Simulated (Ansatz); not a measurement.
All numbers were calculated with Ansatz.

A structure relaxed at PBE0-D4/def2-TZVP, charge 0, multiplicity 1:

| atom | x (Å) | y (Å) | z (Å) |
| --- | --- | --- | --- |
| C1 | 1.178 | 0.849 | 1.047 |
| Sn2 | -0.416 | -0.317 | 0.260 |
| O3 | 0.356 | -2.101 | -0.099 |
| C4 | -1.057 | 0.446 | -1.713 |
| O5 | -1.350 | 1.597 | -1.875 |
| H6 | 0.965 | 1.909 | 0.912 |
| H7 | 1.309 | 0.636 | 2.107 |
| H8 | 2.092 | 0.592 | 0.512 |
| H9 | -1.753 | -0.517 | 1.315 |
| H10 | -0.236 | -2.827 | 0.107 |
| H11 | -1.089 | -0.268 | -2.572 |

(1) Give its formula and SMILES.

(2) Summarise the bond lengths by kind.

Results:

(1) C2H6O2Sn, `[CH3][SnH]([OH])[CH]=O`.

(2) 2 × C–Sn 2.126 to 2.210 Å; 4 × C–H 1.089 to 1.117 Å; 1 × O–Sn 1.977 Å; 1 × H–Sn 1.716 Å; 1 × H–O 0.959 Å; 1 × C–O 1.199 Å.
